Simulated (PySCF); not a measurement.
Te(NH2)2 (H4N2Te), SMILES N[Te]N. Geometry optimised at PBE-D3(BJ)/def2-SVP. The def2 effective core potentials stand for the cores of Te; spin–orbit coupling is left out. One conformer was computed; it need not be the lowest.

Computed equilibrium geometry at PBE-D3(BJ)/def2-SVP (PySCF confirms it by a frequency run) as bond lengths and angles, and its point group (one conformer of several):
point group C2v.
Atoms: Te1 N2 H3 H4 N5 H6 H7. Bond lengths (Å): Te1–N2 2.069, Te1–N5 2.069, N2–H3 1.028, N2–H4 1.028, N5–H6 1.028, N5–H7 1.028. Angles (°): N2–Te1–N5 109.8, Te1–N2–H3 112.4, Te1–N2–H4 112.4, H3–N2–H4 108.9, Te1–N5–H6 112.4, Te1–N5–H7 112.4, H6–N5–H7 108.9.
